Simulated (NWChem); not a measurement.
System: SiAsH2F3; SMILES [Si](F)([AsH2])(F)F

```xyz
7

F     -1.3048     1.4253     0.7540
Si    -0.0005     0.8696     0.0156
F      1.2714     1.4262     0.8081
F      0.0298     1.5370    -1.4371
As     0.0002    -1.4814     0.0238
H      1.1249    -1.5193    -1.0170
H     -1.0794    -1.5201    -1.0636
```
Atoms are numbered in this order, from 1.

All runs: NWChem. All runs use the structure optimised with B3LYP/6-31G* (spherical d). Vzz is the largest principal value of the second derivative of the potential at the nucleus (NWChem prints the opposite sign); η is the asymmetry. Non-relativistic.

```
level          Vzz As5 (a.u.)  η As5
-------------  --------------  -----
PBE0/cc-pVTZ           -1.797   0.16
PBE0/def2-SVP             ___    ___
PBE/def2-SVP           -1.603   0.40
PBE/cc-pVTZ            -1.654   0.19
```

### Question
Fill in the missing entries.

### Answer

- PBE0/def2-SVP, Vzz As5 (a.u.): -1.729
- PBE0/def2-SVP, η As5: 0.33
